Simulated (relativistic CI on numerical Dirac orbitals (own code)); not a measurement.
## Cu⁴⁺: resonant inelastic scattering at the L2,3 edge

Computed with this model: Dirac-Coulomb-Breit CI, orbitals from a KLI potential per configuration, model QED, valence Slater integrals scaled by 0.9, Kramers-Heisenberg scattering through one core-hole configuration in a parametric crystal field; configurations [Ar] 3d7 → [He] 2s2 2p5 3s2 3p6 3d8; 300 K; core-hole width 0.24 eV; summed over polarisations. Incident energies are the highest absorption maxima for each field (at most a few, so the weaker spin-orbit partner edge can be absent), on the computed scale of the free ion. Intensities are in per cent of the strongest line above 0.02 eV; levels within 1 cm⁻¹ are merged; final levels count from the ground level, the first row holds all elastic scattering, lines under 0.4 are left out and each table stops after 24 rows. The scale of the Slater integrals is a model choice and moves the terms in proportion.

Field parameters in Wybourne normalisation: D3d B²₀ = −7Dσ, B⁴₀ = −14Dq − 21Dτ, B⁴₃ = −14√(10/7) Dq. The field is a parameter set, without covalency.

S is read from ⟨S²⟩ = S(S + 1).

D3d, 10Dq = 22000, Dσ = -1200, Dτ = -90 cm⁻¹:

```csv
Final level (eV),Degeneracy,Irrep,S,934.8 eV,938.3 eV,940.3 eV
0.000,2,Γ4,1.50,127.9,227.9,102.9
0.007,2,Γ5+Γ6,1.49,14.9,50.0,16.1
0.298,2,Γ4,1.50,43.5,100.0,45.7
0.340,2,Γ4,1.46,44.0,69.2,60.5
0.385,2,Γ5+Γ6,1.45,45.1,58.5,56.7
0.446,2,Γ4,1.47,22.3,41.4,38.9
0.873,2,Γ4,0.64,3.6,14.7,25.1
0.878,2,Γ5+Γ6,0.61,3.3,13.3,18.9
2.482,2,Γ5+Γ6,1.47,2.0,33.4,37.6
2.493,2,Γ4,1.48,3.1,27.7,44.2
2.689,2,Γ4,1.44,3.5,29.0,62.7
2.697,2,Γ5+Γ6,1.45,6.0,50.9,37.3
2.704,2,Γ4,1.46,5.2,24.3,24.5
2.751,2,Γ4,1.46,1.2,10.7,28.4
2.944,2,Γ4,0.58,0.5,9.2,25.1
3.128,2,Γ5+Γ6,0.60,0.7,9.4,14.4
3.163,2,Γ4,0.60,0.5,5.1,17.3
3.314,2,Γ4,0.59,0.3,6.3,14.8
3.321,2,Γ5+Γ6,0.55,0.1,5.9,17.8
3.379,2,Γ4,0.53,0.3,5.4,10.1
4.105,2,Γ5+Γ6,0.59,0.1,8.7,15.8
4.168,2,Γ4,0.55,0.1,8.7,19.4
4.280,2,Γ4,0.53,0.1,12.2,25.1
4.688,2,Γ4,1.48,0.9,8.6,25.3
```

D3d, 10Dq = 22000, Dσ = -860, Dτ = -90 cm⁻¹:

| Final level (eV) | Degeneracy | Irrep | S | 934.8 eV | 938.3 eV | 940.3 eV |
| --- | --- | --- | --- | --- | --- | --- |
| 0.000 | 2 | Γ4 | 1.50 | 133.3 | 187.6 | 119.5 |
| 0.013 | 2 | Γ5+Γ6 | 1.49 | 21.0 | 45.4 | 21.3 |
| 0.238 | 2 | Γ4 | 1.50 | 50.6 | 100.0 | 39.2 |
| 0.285 | 2 | Γ4 | 1.46 | 42.6 | 57.3 | 61.9 |
| 0.323 | 2 | Γ5+Γ6 | 1.46 | 47.2 | 59.5 | 52.8 |
| 0.384 | 2 | Γ4 | 1.48 | 24.0 | 32.7 | 30.5 |
| 0.840 | 2 | Γ4 | 0.63 | 3.7 | 13.7 | 18.8 |
| 0.843 | 2 | Γ5+Γ6 | 0.60 | 3.3 | 11.3 | 14.2 |
| 2.479 | 2 | Γ5+Γ6 | 1.47 | 2.6 | 30.1 | 40.6 |
| 2.489 | 2 | Γ4 | 1.48 | 3.9 | 22.2 | 47.6 |
| 2.639 | 2 | Γ4 | 1.45 | 4.0 | 18.2 | 65.8 |
| 2.647 | 2 | Γ5+Γ6 | 1.46 | 6.8 | 34.8 | 38.9 |
| 2.653 | 2 | Γ4 | 1.47 | 6.0 | 27.8 | 23.0 |
| 2.701 | 2 | Γ4 | 1.47 | 1.2 | 8.0 | 21.1 |
| 2.953 | 2 | Γ4 | 0.56 | 0.5 | 8.0 | 18.4 |
| 3.101 | 2 | Γ5+Γ6 | 0.58 | 0.7 | 7.2 | 12.7 |
| 3.144 | 2 | Γ4 | 0.59 | 0.5 | 3.7 | 13.4 |
| 3.263 | 2 | Γ5+Γ6 | 0.56 | 0.2 | 4.6 | 12.7 |
| 3.277 | 2 | Γ4 | 0.59 | 0.3 | 4.6 | 14.0 |
| 3.312 | 2 | Γ4 | 0.53 | 0.2 | 4.6 | 10.3 |
| 4.073 | 2 | Γ5+Γ6 | 0.57 | 0.1 | 5.3 | 16.7 |
| 4.122 | 2 | Γ4 | 0.55 | 0.1 | 6.4 | 17.9 |
| 4.225 | 2 | Γ4 | 0.53 | 0.1 | 14.1 | 27.1 |
| 4.754 | 2 | Γ4 | 1.49 | 0.9 | 7.8 | 23.7 |

D3d, 10Dq = 22000, Dσ = -510, Dτ = -90 cm⁻¹:

| Final level (eV) | Degeneracy | Irrep | S | 934.8 eV | 938.3 eV | 940.2 eV |
| --- | --- | --- | --- | --- | --- | --- |
| 0.000 | 2 | Γ4 | 1.50 | 136.4 | 198.4 | 121.9 |
| 0.023 | 2 | Γ5+Γ6 | 1.49 | 31.0 | 52.0 | 25.8 |
| 0.182 | 2 | Γ4 | 1.49 | 56.5 | 100.0 | 39.8 |
| 0.237 | 2 | Γ4 | 1.46 | 37.9 | 58.6 | 59.6 |
| 0.267 | 2 | Γ5+Γ6 | 1.46 | 48.5 | 73.9 | 46.8 |
| 0.325 | 2 | Γ4 | 1.48 | 25.2 | 29.4 | 28.3 |
| 0.810 | 2 | Γ4 | 0.62 | 3.7 | 13.7 | 11.8 |
| 0.810 | 2 | Γ5+Γ6 | 0.60 | 3.4 | 11.7 | 13.5 |
| 2.483 | 2 | Γ5+Γ6 | 1.47 | 3.4 | 30.6 | 41.2 |
| 2.492 | 2 | Γ4 | 1.48 | 4.7 | 19.4 | 44.9 |
| 2.592 | 2 | Γ4 | 1.45 | 4.6 | 12.8 | 65.6 |
| 2.599 | 2 | Γ5+Γ6 | 1.46 | 7.5 | 31.8 | 47.6 |
| 2.605 | 2 | Γ4 | 1.47 | 6.8 | 35.3 | 18.4 |
| 2.654 | 2 | Γ4 | 1.47 | 1.1 | 5.3 | 25.0 |
| 2.963 | 2 | Γ4 | 0.55 | 0.6 | 8.1 | 23.7 |
| 3.070 | 2 | Γ5+Γ6 | 0.57 | 0.7 | 7.6 | 19.0 |
| 3.126 | 2 | Γ4 | 0.57 | 0.5 | 3.5 | 16.0 |
| 3.215 | 2 | Γ5+Γ6 | 0.57 | 0.2 | 3.8 | 10.3 |
| 3.242 | 2 | Γ4 | 0.59 | 0.4 | 3.2 | 8.8 |
| 3.254 | 2 | Γ4 | 0.54 | 0.3 | 3.7 | 7.7 |
| 4.045 | 2 | Γ5+Γ6 | 0.56 | 0.1 | 4.1 | 19.1 |
| 4.078 | 2 | Γ4 | 0.55 | 0.1 | 5.2 | 18.3 |
| 4.179 | 2 | Γ4 | 0.53 | 0.1 | 18.2 | 27.5 |
| 4.819 | 2 | Γ4 | 1.49 | 0.9 | 8.7 | 18.0 |

For the first field the strongest loss at the lowest incident energy is the level at 0.38 eV (S = 1.45, against 1.49 in the thermal ground state). Levels of other spin, the first over 8 % at 0.87 eV, appear because spin-orbit coupling of the core hole, and in heavier ions of the valence shell too, mixes spins.
